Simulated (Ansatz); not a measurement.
Species: NbO2 (charge 0, doublet). The spin state was set by rule; other spins were not relaxed. 
Coordinates optimised at B3LYP-D3(BJ)/def2-TZVP (Ansatz, a first-principles code):
```xyz
3

Nb     0.1715    -0.1498     0.1830
O      0.6103     0.5476    -1.3190
O     -1.4894     0.2203     0.3809
```
Charge 0, spin multiplicity 2.

Wanted: vertical ionisation energy (to the singlet state of charge +1; each state is the SCF solution reached for its spin; the UHF <S^2> is 0.85 for the doublet (pure: 0.75); for the singlet the Hartree-Fock reference is unstable and T1 is 0.038), in eV. Cores are frozen in the correlated levels unless marked. Open shells are spin-unrestricted. No spin-orbit coupling. The frozen core is the preceding noble-gas configuration, with the filled d and f shells of earlier blocks. In def2 rows, elements after Kr have scalar-relativistic effective core potentials. CBS marks a two-point X^-3 extrapolation of the correlation energy; Hartree-Fock from the larger set. [CCSD(T)-MP2]/basis is that difference in the basis named.

| level | program | vertical ionisation energy (eV) |
|---|---|---|
| SVWN5/def2-TZVPD | Ansatz | 8.19 |
| wB97M-V/def2-TZVPD | Ansatz | 7.94 |
| wB97X-V/def2-TZVPD | Ansatz | 7.91 |
| MP2/def2-TZVPPD | Ansatz | 6.93 |
| RI-MP2/CBS(def2-TZVPPD,def2-QZVPPD) | Ansatz | 7.01 |
| RI-MP2/CBS(def2-TZVPPD,def2-QZVPPD)+[CCSD(T)-MP2]/def2-SVPD | Ansatz | 7.72 |
| RI-MP2/CBS(def2-TZVPPD,def2-QZVPPD)+[CCSD(T)-MP2]/def2-TZVPPD | Ansatz | 7.69 |
